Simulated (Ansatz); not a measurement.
The cluster CdCl2⁻, relaxed as a quartet with UKS r2SCAN-D4/def2-TZVPD in Ansatz, starting from the r2SCAN-D4/def2-TZVPD geometry of the charge -1 doublet. Force threshold 0.02 eV/Å.

In the def2 sets Cd takes a core potential; there is no spin–orbit coupling. The highest occupied level of the charge -1 quartet lies above zero (up to 2.15 eV). It is a level of α spin, whose loss leaves a triplet; that state wasn't run at this geometry and level. The electron is either unbound and held by the finite basis, or the level is raised by self-interaction error. The gap within one spin of the charge -1 quartet nearly closes, so an electron or hole may be smeared out by delocalisation error. The relaxation made no stability test and no search for a lower SCF solution. At r2SCAN-D4/def2-TZVPD a doublet of charge -1 lies 5.31 eV below the quartet, each at its own geometry. The structure comes from a short search, and lower isomers may exist.

Start:

Cartesian coordinates in Å:
```
Cd -0.407 0.444 -0.614
Cl -1.488 0.004 1.593
Cl 1.895 -0.449 -0.980
```

| step | energy (eV) | largest force component (eV/Å) | SCF passes |
| --- | --- | --- | --- |
| 1 | -29609.9711 | 1.095 | 115 |
| 2 | -29610.1503 | 0.421 | 69 |
| 3 | -29610.1929 | 0.097 | 21 |
| 4 | -29610.1978 | 0.032 | 21 |
| 5 | -29610.1980 | 0.010 | 25 |

Force components are those of the run's own axes.

End:

```xyz
3

Cd   -0.5779    0.6312   -0.8713
Cl   -1.3222   -0.0999    1.6606
Cl    1.9001   -0.5313   -0.7892
```

By distances, no bond broke or formed. The bond that changes most is Cd1–Cl3, from 2.50 to 2.74 Å (atoms count from 1).

No frequencies were taken in this run, so the end may be a saddle point.

Hardware: 4 threads of Arm Neoverse V1 on a shared host. Wall time 41 s.
